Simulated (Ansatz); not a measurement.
This geometry of C₃H₁₀BFSi (16 atoms, charge 0, multiplicity 1) is a first-order saddle point.

The calculation used Ansatz, RKS B3LYP-D4/def2-SVP.

```xyz
16
Properties=species:S:1:pos:R:3
B -1.656 -0.624 0.110
C -0.142 -0.235 0.404
F -0.486 0.689 1.477
Si 0.868 -1.617 1.250
C 0.649 0.521 -0.662
C -0.032 1.776 -1.212
H -2.117 -1.672 0.488
H -2.380 0.181 -0.416
H 1.109 -2.706 0.255
H 2.178 -1.085 1.724
H 0.100 -2.164 2.402
H 0.860 -0.192 -1.481
H 1.633 0.797 -0.244
H -0.306 2.453 -0.390
H 0.647 2.316 -1.889
H -0.949 1.539 -1.772
```

(1) Which two structures does it join? (They come from a converged band through this point; their orientation in space is the band's.)

(2) How far does it lie above each of them?

Answers

(1) No bond is made or broken. The dihedral H7–B1–C2–Si4 goes from -76 to 98°. The two ends are copies of one structure, up to a mirror image or an exchange of like atoms.

First end point:

```xyz
16
Properties=species:S:1:pos:R:3
B -1.581 -0.689 0.167
C -0.209 -0.068 0.464
F -0.227 0.854 1.540
Si 0.738 -1.602 1.228
C 0.617 0.532 -0.679
C -0.003 1.822 -1.220
H -1.683 -1.419 -0.788
H -2.504 -0.550 0.927
H 1.086 -2.594 0.172
H 1.975 -1.033 1.827
H -0.080 -2.257 2.285
H 0.699 -0.220 -1.482
H 1.643 0.738 -0.327
H -0.135 2.553 -0.408
H 0.636 2.279 -1.992
H -0.993 1.631 -1.668
```

Last end point:

```xyz
16
Properties=species:S:1:pos:R:3
B -1.581 -0.685 0.169
C -0.208 -0.067 0.466
F -0.224 0.856 1.542
Si 0.737 -1.603 1.226
C 0.618 0.533 -0.677
C -0.005 1.820 -1.223
H -2.503 -0.544 0.929
H -1.685 -1.416 -0.786
H 1.086 -2.592 0.168
H 1.975 -1.038 1.829
H -0.081 -2.263 2.281
H 0.705 -0.220 -1.478
H 1.642 0.743 -0.323
H -0.142 2.552 -0.412
H 0.635 2.277 -1.994
H -0.993 1.624 -1.673
```

(2) 34.4 kJ/mol above the first and 34.4 kJ/mol above the second. This is the barrier of this one path; another mechanism may lie lower.

Time of the run: 8.5 min on 2 threads of Arm Neoverse V2, with other jobs on the host, peak memory 0.42 GiB.
